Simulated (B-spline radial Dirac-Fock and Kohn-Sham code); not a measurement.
The computed values come from an atomic code on a B-spline grid: Dirac-Fock (average of configuration) total-energy differences with a finite nucleus, the Breit interaction including its frequency dependence, and self-energy and vacuum-polarisation corrections. No correlation.

**Question.** An atom or ion in its tabulated ground configuration has these computed binding energies (the last is its least bound level). Which is it?

```csv
level,binding energy (eV)
1s,2882.7
2s,329.5
2p1/2,258.6
2p3/2,257.0
3s,65.14
3p,51.44
```

**Answer.** Cl³⁺: Z = 17 with 14 electrons, [Ne] 3s2 3p2. The hydrogen-like estimate √(E/Ry) = 14.6 for the K level lies 2.4 below Z; the outermost level, at 51.44 eV, fixes the charge.

**Question.** An atom or ion in its tabulated ground configuration has these computed binding energies (the last is its least bound level). Which is it?

```
level  binding energy (eV)
   1s              35988.7
2p1/2               5366.6
   3s               1226.5
   4s                246.8
4p3/2                177.0
4d5/2                81.95
   6s                 3.47
```

**Answer.** Cs: Z = 55 with 55 electrons, [Xe] 6s1. The hydrogen-like estimate √(E/Ry) = 51.4 for the K level lies 3.6 below Z (screening lowers it, relativity raises it); the outermost level, at 3.47 eV, fixes the charge.
